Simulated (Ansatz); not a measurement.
CH4FNOSi can be A, `N[Si]1(F)CO1`, or B, `FC1N[SiH2]O1`.

Isolated molecules relaxed with PBE0-D4/def2-TZVP in Ansatz; ΔE leaves out vibrations. CCSD(T)/CBS adds triple-zeta CCSD(T) − MP2 to the extrapolated MP2 energy (def2 sets, frozen cores). Functionals use def2-TZVPP. B3LYP here is the variant with VWN-RPA as its local correlation; programs differ in this. One conformer a species, not always the lowest.

A:

```xyz
9

N     0.043    0.393    1.624
Si    0.476   -0.030    0.061
F     1.943   -0.621    0.164
C    -0.541   -0.420   -1.357
O     0.090    0.957   -1.170
H    -0.781    0.927    1.838
H     0.547    0.077    2.433
H    -0.150   -0.922   -2.240
H    -1.627   -0.362   -1.354
```

B:

```xyz
9

F     0.013   -0.170   -2.061
C     0.621   -0.221   -0.830
N     0.266    0.894   -0.002
Si   -0.616   -0.190    0.999
O     0.094   -1.275   -0.070
H     1.689   -0.358   -1.029
H     0.178    1.814   -0.392
H    -0.146   -0.344    2.395
H    -2.100   -0.150    0.990
```

(1) Which is lower in electronic energy at CCSD(T)/CBS, and by how much? (Estimate.)

(2) Give E(B) − E(A) in kJ/mol with CCSD/def2-TZVPP, MP2/def2-TZVPP, r2SCAN-D4, CCSD(T)/def2-TZVPP, BLYP-D4, LDA (SPW92), B3LYP. (An estimate is asked.)

(3) Does the order hold for the free energy at 298.15 K (harmonic terms from PBE0-D4)? (Estimate.)

Largest T1 diagnostic: 0.012.

Results:

(1) Ansatz gave: A, by 162.4 kJ/mol.

(2) Ansatz gave: CCSD/def2-TZVPP 154.1, MP2/def2-TZVPP 164.3, r2SCAN-D4 158.9, CCSD(T)/def2-TZVPP 154.8, BLYP-D4 160.9, LDA (SPW92) 134.2, B3LYP 157.4. None reverses the order clearly.

(3) Ansatz gave: Yes: G(B) − G(A) = +158.7 kJ/mol, for one conformer each.

At CCSD(T), def2-SVP lies −60.2 kJ/mol from the extrapolated value and def2-TZVPP −7.6 kJ/mol. Leaving LDA and LC-ωPBE aside and taking each functional with its dispersion term where it has one, the values, not all of them listed here, spread over 19.2 kJ/mol, from ωB97X-V to B97M-V. LDA lies −14.9 kJ/mol from PBE without D4.
